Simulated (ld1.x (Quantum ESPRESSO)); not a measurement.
# Before and after: PAW potential for iodine

I (Z = 53), PAW, made with ld1.x (Quantum ESPRESSO) 7.5 (LDA (PZ), scalar-relativistic). Core [Kr], reference 4d10 5s2 5p5. Waves: 5s (bound): rcut 1.30, rcutus 1.80 bohr; 5s channel at 1.45 Ry: rcut 1.30, rcutus 1.80 bohr; 5p (bound): rcut 1.75, rcutus 1.95 bohr; 5p channel at 2.3 Ry: rcut 1.75, rcutus 1.95 bohr; 4d (bound): rcut 1.20, rcutus 1.45 bohr; 4d channel at -1.15 Ry: rcut 1.20, rcutus 1.45 bohr. Local part: all-electron potential smoothed inside 1.75 bohr (lloc = -1). Core correction: Bessel-smoothed model core inside 0.95 bohr. Augmentation charge: PSQ, radius 1.20 bohr.

Change: waves 5s (bound): rcut 1.30, rcutus 2.72 bohr; 5s channel at 1.45 Ry: rcut 1.30, rcutus 2.72 bohr.

Cutoffs: the cutoffs (Ry, on a coarse ladder) from which the occupation-weighted sum of valence levels, in a spherical-Bessel basis at the reference potential, stays within 10 and 1 mRy of its value at 400 Ry; they do not see the model core or the augmentation charge, which bear on the density cutoff. Errors are all-electron minus pseudo energies relative to the spin-unpolarised reference configuration.

Task: What does the change do?

Result: The potential gets neither clearly harder nor softer (70 Ry and 120 Ry → 70 Ry and 120 Ry); the d channel sets the loose cutoff, while the largest relative change is in s, which becomes softer; of the 9 tests that both files solve, the error grows in 0 and shrinks in 2 by more than 15 % and 0.3 meV (median size 9.1 → 8.7 meV); neither file shows a bound ghost.

| quantity | base | changed |
| --- | --- | --- |
| cutoff, loose | 70 Ry | 70 Ry |
| cutoff, tight | 120 Ry | 120 Ry |
| loose cutoff by channel (10 mRy a level) | s 10 Ry, p 6 Ry, d 45 Ry | s 6 Ry, p 6 Ry, d 45 Ry |
| bound ghosts | none | none |
| error for 4d10 5s2 5p4, meV [ΔE 11.30 eV] | -3.2 | -3.0 |
| error for 4d10 5s2 5p3, meV [ΔE 31.37 eV] | -9.1 | -8.7 |
| error for 4d10 5s2 5p2, meV [ΔE 60.98 eV] | -20 | -19 |
| error for 4d10 5s2 5p1, meV [ΔE 100.78 eV] | -39 | -40 |
| error for 4d9 5s2 5p5, meV [ΔE 58.31 eV] | -143 | -102 |
| error for 4d9 5s2 5p6, meV [ΔE 45.77 eV] | -131 | -89 |
| error for 4d10 5s2 5p4.5, meV [ΔE 4.61 eV] | -1.3 | -1.3 |
| error for 4d10 5s2 5p5 (spin-polarised), meV [ΔE -0.12 eV] | 0.0 | 0.0 |
| error for 4d10 5s2 5p4 (spin-polarised), meV [ΔE 10.74 eV] | -3.4 | -2.9 |
| lowest overlap eigenvalue by channel | s 0.43, p 0.50, d 0.20 | s 0.29, p 0.50, d 0.20 |
